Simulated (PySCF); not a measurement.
**Si: excitation energy**

Si [Ne] 3s2 3p2 (3P) → Si [Ne] 3s1 3p3 (5S), as a difference of total energies. Computed with PySCF 2.14 in dyall-av3z, with scalar relativity by spin-free X2C-1e. Correlated levels: valence: [Ne] frozen; virtual orbitals above 40 to 60 times the deepest correlated orbital energy dropped. The calculations carry no spin-orbit coupling.

| method | excitation energy (eV) |
| --- | --- |
| UHF | 2.651 |
| LDA | 4.341 |
| PBE | 4.254 |
| PBE0 | 4.079 |
| r2SCAN | 3.652 |
| TPSSh | 4.188 |
| LC-wPBE | 3.927 |
| HSE06 | 4.093 |
| B2PLYP | 4.384 |
| MP2 (valence) | 3.616 |
| SCS-MP2 (valence) | 4.088 |

Problem. How much does correlation contribute at MP2 (valence)?

Solution. 3.616 − (2.651) = 0.965 eV, measured against UHF.

A first-order spin-orbit estimate (lowest level to lowest level, LS coupling) adds 0.016 eV.
